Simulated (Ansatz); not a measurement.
C2H6Cl2Sn, charge +1, doublet, at a GFN2-xTB geometry of the parent state (such geometries of metal compounds can be far from the true shape) (a state made from the parent by changing its charge; the spin is typed, not shown lowest) (all electrons, no relativity); Ansatz (a quantum-chemistry and plane-wave program) with B3LYP/STO-3G.

Input for Ansatz:
Ansatz 0.2 input:
```yaml
crystal:
  periodic: [false, false, false]
  atoms:
    - {symbol: C, position_ang: [1.80274258, -1.51892946, 0.13022470]}
    - {symbol: Sn, position_ang: [-0.01552912, -0.26777656, -0.05001192]}
    - {symbol: C, position_ang: [-1.95844921, -1.15908069, -0.62853208]}
    - {symbol: Cl, position_ang: [0.45401961, 1.44019862, -1.56676734]}
    - {symbol: Cl, position_ang: [-0.32257777, 0.82263295, 1.98839743]}
    - {symbol: H, position_ang: [1.64728004, -2.25891613, 0.90564891]}
    - {symbol: H, position_ang: [2.63055354, -0.87076108, 0.39427872]}
    - {symbol: H, position_ang: [1.99607754, -2.00130122, -0.82002828]}
    - {symbol: H, position_ang: [-2.68555220, -0.35840678, -0.70224067]}
    - {symbol: H, position_ang: [-2.26178223, -1.86871977, 0.13139445]}
    - {symbol: H, position_ang: [-1.85039202, -1.65314243, -1.58632442]}
basis:
  gaussian:
    orbitals: STO-3G
hamiltonian:
  xc: b3lyp
total_charge: 1
magnetization: {spin_polarized: false, initial_magnetization: 1}
```

Output, abridged:

```
Functional definition: B3LYP
771 factors; integrals over basis functions are off by at most 2.9e-5 eV
mean field evaluation 1: about -189235.7990 eV, gradient 2.2e1 eV
mean field evaluation 2: about -189235.7395 eV, gradient 2.2e1 eV
mean field evaluation 4: about -189239.5312 eV, gradient 7.2e0 eV
mean field evaluation 8: about -189239.7381 eV, gradient 2.8e-1 eV
mean field evaluation 16: about -189239.7371 eV, gradient 3.6e-5 eV
mean field evaluation 32: about -189239.3161 eV, gradient 5.0e0 eV
mean field evaluation 64: about -189239.1803 eV, gradient 5.1e-1 eV
mean field -189239.73713784 eV, -6954.4320685146 hartree, gradient 1.9e-5 eV, S^2 0.750000; 8 other end points of the search recorded, 0 dependent functions left out
reference -189239.73738710 eV, -6954.4320776748 hartree; 51, 50 occupied and 10, 11 virtual orbitals, 771 factors
Total energy: -189239.73738710 eV, -6954.4320776748 hartree
```
